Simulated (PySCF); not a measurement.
**Sc (scandium, neutral) across methods**

[Ar] 3d3, high-spin 4F determinant (an excited configuration). Computed with PySCF 2.14 in aug-cc-pVTZ-DK, with scalar relativity by spin-free X2C-1e.

```csv
method,E (hartree),mean ε 3p α (eV),mean ε 3p β (eV),mean ε 3d α (eV),Σ⟨r²⟩ (bohr²),⟨S²⟩
r2SCANh,-764.018,-31.478,-29.540,-1.402,47.38,3.751
r2SCAN,-764.027,-30.582,-28.783,-1.142,48.43,3.751
wB97X,-764.042,-34.334,-32.567,-3.364,45.25,3.751
BLYP,-764.098,-29.638,-28.258,-1.102,50.66,3.750
UHF,-763.11334,-39.603,-36.236,-3.647,44.00,3.753
PBE0,-763.873,-32.323,-30.407,-1.820,47.13,3.751
LDA,-762.089,-29.772,-28.366,-1.232,49.16,3.750
```

(1) Estimate the same row for PBE.

Results:

(1) E (hartree) = -763.854; mean ε 3p α (eV) = -29.803; mean ε 3p β (eV) = -28.345; mean ε 3d α (eV) = -1.218; Σ⟨r²⟩ (bohr²) = 50.18; ⟨S²⟩ = 3.750.
